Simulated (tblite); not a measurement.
Compound: C5H9F2O2 (doublet state).
SMILES with atom numbers: `[CH3:1][C@@H:2]([CH:3][CH2:4][OH:5])[O:6][CH:7]([F:8])[F:9]` (hydrogens: H10, H11, H12 on C1; H13 on C2; H14 on C3; H15, H16 on C4; H17 on O5; H18 on C7)

Computed geometry: GFN2-xTB, gas phase. This method treats the open shell by occupation alone, without spin polarisation.

Question: What internal coordinates does the optimisation give?

Answer: 
```csv
bond,length (pm),order
C1–C2,152.9,single
C2–C3,148.1,single
C3–C4,148.0,single
C4–O5,140.7,single
C2–O6,146.2,single
O6–C7,133.5,single
C7–F8,137.2,single
C7–F9,134.0,single
"C1–H10, C1–H11, C1–H12",108.5,single
C2–H13,110.0,single
C3–H14,107.6,single
C4–H15,110.2,single
C4–H16,110.2,single
O5–H17,96.5,single
C7–H18,110.9,single
```

Bonds in one row agree within 1 pm and their mean is given. Orders are formal, as drawn. A selection of angles:
```csv
angle,degrees
C1–C2–C3,113.1
C1–C2–O6,105.0
C3–C2–O6,111.2
C2–C3–C4,121.6
C3–C4–O5,113.1
C2–O6–C7,115.2
O6–C7–F8,112.3
O6–C7–F9,109.1
F8–C7–F9,105.3
H17–O5–C4,108.5
```

Torsions: C1–C2–C3–C4 62° (synclinal); C2–C3–C4–O5 144° (anticlinal); C1–C2–O6–C7 171° (antiperiplanar); C2–O6–C7–F8 80° (synclinal); H17–O5–C4–C3 -58° (synclinal).

The 2 C–F bonds span 1.340 Å (C7–F9, drawn single) to 1.372 Å (C7–F8, drawn single), a spread of 0.032 Å. O6 (oxygen bonded to 2 C) is bent (angle 115.2°). The 3 C–O bonds span 1.335 Å (O6–C7, drawn single) to 1.462 Å (C2–O6, drawn single), a spread of 0.127 Å. Of the pairs four or more bonds apart, C3···F8 is among the closest relative to their van der Waals radii: 2.87 Å, 90 % of the sum of Bondi's values. C3 (carbon bonded to 2 C and H) is planar (angles 121.6°, 120.0° and 117.8°, sum 359.3°, 0.06 Å off the plane of its three neighbours). The 3 C–C bonds span 1.480 Å (C3–C4, drawn single) to 1.529 Å (C1–C2, drawn single), a spread of 0.049 Å.

Point group: C1 (no symmetry element, even within 0.4 Å). Its GFN2-xTB frequencies are all real (lowest 42 cm⁻¹). Torsions: C1–C2–C3–C4 62°, C2–C3–C4–O5 144°, C3–C4–O5–H -58°, C1–C2–O6–C7 171°, C2–O6–C7–F8 80°.

One conformer stands for the species.
